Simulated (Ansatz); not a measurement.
Consider the substitution at a C–C bond: `CCCC(C)(C)C` + `[NH2][In]([F])[F]` → `CC(C)(C)[NH][In]([F])[F]` + propane.

Program: Ansatz. Geometries: PBE0-D4/def2-TZVP. ΔE: electronic, gas phase. CCSD(T)/CBS adds triple-zeta CCSD(T) − MP2 to the extrapolated MP2 energy (def2 sets, frozen cores). DFT in def2-TZVPP. HSE06 is defined as in plane-wave codes. def2 core potentials past Kr. For In outer-core shells are correlated without core-valence functions, which leaves a few kJ/mol of doubt a bond. Each species was taken in one conformer, which may not be the lowest.

Question: Is it downhill or uphill in electronic energy at CCSD(T)/CBS, and by how much? (Estimate.)

Answer: The calculation gave: Uphill: ΔE = +12.7 kJ/mol.

Question: What do these levels give: r2SCAN-D4, B97M-V, HSE06-D4, BHLYP-D4, ωB97M-V, PBE0, r2SCANh, r2SCAN0, CAM-B3LYP, CCSD/def2-TZVPP, HF/def2-QZVPP, MP2/def2-QZVPP? (Best estimate.)

Answer: Ansatz gave: r2SCAN-D4 10.5, B97M-V 12.5, HSE06-D4 13.4, BHLYP-D4 10.7, ωB97M-V 15.8, PBE0 13.4, r2SCANh 11.3, r2SCAN0 13.5, CAM-B3LYP 11.7, CCSD/def2-TZVPP 15.0, HF/def2-QZVPP 14.3, MP2/def2-QZVPP 14.8 kJ/mol.

Largest T1 diagnostic among the species: 0.016.

Leaving LDA and LC-ωPBE aside and taking each functional with its dispersion term where it has one, the values, not all of them listed here, spread over 10.0 kJ/mol, from BLYP-D4 to ωB97M-V. At CCSD(T), def2-SVP lies −11.0 kJ/mol from the extrapolated value and def2-TZVPP +1.1 kJ/mol. From r2SCAN to r2SCAN0 (25 % exact exchange), in def2-TZVPP and without D4, ΔE moves by +3.8 kJ/mol.
